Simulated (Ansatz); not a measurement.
Stepwise reaction of `[SiH3][O][Mg][O][SiH3]` with ammonia, as a gas-phase model of exchange steps in deposition or etching. ΔE in kJ/mol.

Program: Ansatz. Geometries: PBE0-D4/def2-TZVP. ΔE: electronic, gas phase. CCSD(T)/CBS is the MP2 limit (def2-TZVPP, def2-QZVPP) plus CCSD(T) − MP2 in def2-TZVPP, frozen cores. This one scheme is used for every species. DFT in def2-TZVPP. B3LYP here is the variant with VWN-RPA as its local correlation; programs differ in this. For Mg outer-core shells are correlated without core-valence functions, which leaves a few kJ/mol of doubt a bond. Each species was taken in one conformer, which may not be the lowest.

```
step                                                           reaction  PBE-D4  B3LYP-D4  ωB97M-V  CCSD(T)/CBS
   1  `[SiH3][O][Mg][O][SiH3]` + NH₃ → `[NH2][Mg][O][SiH3]` + `O[SiH3]`    90.1      96.9     94.3        103.8
```

**Question.** Give the row of step 2, `[NH2][Mg][O][SiH3]` + NH₃ → `[NH2][Mg][NH2]` + `O[SiH3]`. (Best estimate.)

**Answer.** Computed: 
| step | reaction | PBE-D4 | B3LYP-D4 | ωB97M-V | CCSD(T)/CBS |
| --- | --- | --- | --- | --- | --- |
| 2 | `[NH2][Mg][O][SiH3]` + NH₃ → `[NH2][Mg][NH2]` + `O[SiH3]` | 93.8 | 100.3 | 97.9 | 104.6 |

**Question.** By hand: ΔE of the 2 steps together at CCSD(T)/CBS.

**Answer.** (103.8) + (104.6) = 208.4 kJ/mol, or 104.2 kJ/mol a step.

In ΔE the steps differ by no more than 0.8 kJ/mol. All are uphill at CCSD(T)/CBS. PBE-D4 differs from CCSD(T)/CBS by -13.7 to -10.8 kJ/mol a step. Isolated molecules leave out the surface, adducts and barriers. Largest T1 diagnostic: 0.011.
